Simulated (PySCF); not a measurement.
Species: SiEt(vinyl)3, C8H14Si.
Structure used (PBE0-D3(BJ)/def2-SVP), in Å, numbered top down from 1:
```xyz
23
C8H14Si angstrom
Si    -0.0574    0.0377    0.0448
C     -0.0230    0.0095    1.9345
C      0.6414   -1.2199    2.5461
H     -1.0658    0.1017    2.2866
H      0.4936    0.9290    2.2626
H      0.6345   -1.1865    3.6470
H      0.1291   -2.1482    2.2471
H      1.6929   -1.3105    2.2293
C      1.7040   -0.0022   -0.6075
C      2.3543    1.0390   -1.1404
H      2.2496   -0.9540   -0.5330
H      1.8745    2.0176   -1.2556
H      3.3908    0.9627   -1.4887
C     -0.9457    1.5913   -0.5248
C     -1.0039    1.9927   -1.8008
H     -1.4600    2.2055    0.2273
H     -0.5133    1.4288   -2.6029
H     -1.5396    2.8988   -2.1075
C     -0.9432   -1.4927   -0.5888
C     -2.0922   -1.4850   -1.2749
H     -0.4878   -2.4703   -0.3746
H     -2.5999   -0.5480   -1.5310
H     -2.5757   -2.4076   -1.6165
```

The closed-shell ground state was solved at several levels (PySCF, density fitting, gas phase, non-relativistic).

```json
{"level": "KT2/pcSseg-1", "basis functions": "230", "total energy (Eh)": "-610.7757", "HOMO (eV)": "-6.38", "LUMO (eV)": "-1.50", "gap (eV)": "4.88", "dipole (D)": "0.20"}
{"level": "B3LYP/def2-SVPD", "basis functions": "296", "total energy (Eh)": "-602.4448", "HOMO (eV)": "-7.28", "LUMO (eV)": "-0.79", "gap (eV)": "6.49", "dipole (D)": "0.18"}
```

Question: What might PBE0/pcSseg-1 (230 basis functions) give for the same quantities?

Answer: Total energy -602.1556 Eh, HOMO -7.49 eV, LUMO -0.52 eV, gap 6.97 eV, dipole 0.23 D.

Question: Over all these levels, which gives the widest orbital gap and which the narrowest?

Answer: PBE0/pcSseg-1 (global hybrid, 25 % exact exchange) has the widest, 6.97 eV, and KT2/pcSseg-1 (GGA) the narrowest, 4.88 eV. The two share the basis. From the narrowest to the widest the HOMO moves by -1.11 eV and the LUMO by +0.98 eV.

Question: How far do the dipole and the HOMO energy spread over the levels?

Answer: The dipole runs from 0.18 to 0.23 D (mean 0.20 D) and the HOMO from -7.49 to -6.38 eV.

One conformer stands for the species.
